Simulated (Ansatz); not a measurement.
Task: Name a neutral molecule of C, F, N, O, Si and H with HOMO–LUMO gap (B3LYP/def2-TZVPP) between 9.05 and 9.35 eV and HOMO energy (B3LYP/def2-TZVPP) between -9.15 and -8.85 eV (Ansatz, PBE0-D4/def2-TZVP geometry).

Result: `C[Si](F)(F)N=C=O` (9.20 eV, -9.09 eV). Other molecules can fit too; these were computed, each in one conformer that needn't be the lowest.

B3LYP here is the variant with VWN-RPA as its local correlation; programs differ in this.
